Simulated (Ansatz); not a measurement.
Computed with Ansatz on PBE0-D4/def2-TZVP structures; ΔE is electronic, products minus reactants. CBS: MP2 limit from def2 TZ/QZ plus the TZ coupled-cluster correction, frozen cores. This one scheme is used for every species. DFT in def2-TZVPP. HSE06 is defined as in plane-wave codes. One conformer a species, not always the lowest.

`C=[C](Cl)[AlH][F]` + H₂ → `C=CCl` + `[F][AlH2]`  (hydrogenolysis of a C–Al bond)

| level | ΔE (kJ/mol) | difference from CCSD(T)/CBS |
| --- | --- | --- |
| LDA (SPW92) | -4.0 | -0.7 |
| revPBE-D4 | 2.2 | 5.5 |
| HSE06-D4 | -5.3 | -2.0 |
| ωB97X-V | -8.6 | -5.3 |
| HSE06 | -10.4 | -7.1 |
| CAM-B3LYP | -15.8 | -12.5 |
| LC-ωPBE | -14.0 | -10.7 |
| CCSD(T)/def2-SVP | -12.8 | -9.5 |
| CCSD(T)/def2-TZVPP | -5.4 | -2.1 |
| SCS-MP2/def2-QZVPP | -5.2 | -1.9 |
| CCSD(T)/CBS | -3.3 | 0 |

Q: What do rigid-rotor, harmonic-oscillator terms from PBE0-D4/def2-TZVP frequencies (298.15 K, 1 bar) make of the CCSD(T)/CBS value? (An estimate is asked.)

A: Computed: ΔZPE = +15.3 kJ/mol, ΔH = +6.5 kJ/mol, ΔS = 29 J/(mol·K), ΔG = -2.1 kJ/mol.

Largest T1 diagnostic among the species: 0.012.

In def2-TZVPP, CCSD(T) changes the Hartree–Fock value by +23.4 kJ/mol (the triples alone add +5.5 kJ/mol) and MP2 by +29.3 kJ/mol. At CCSD(T), def2-SVP lies −9.5 kJ/mol from the extrapolated value and def2-TZVPP −2.1 kJ/mol. From PBE to PBE0 (25 % exact exchange), in def2-TZVPP and without D4, ΔE moves by −4.1 kJ/mol.
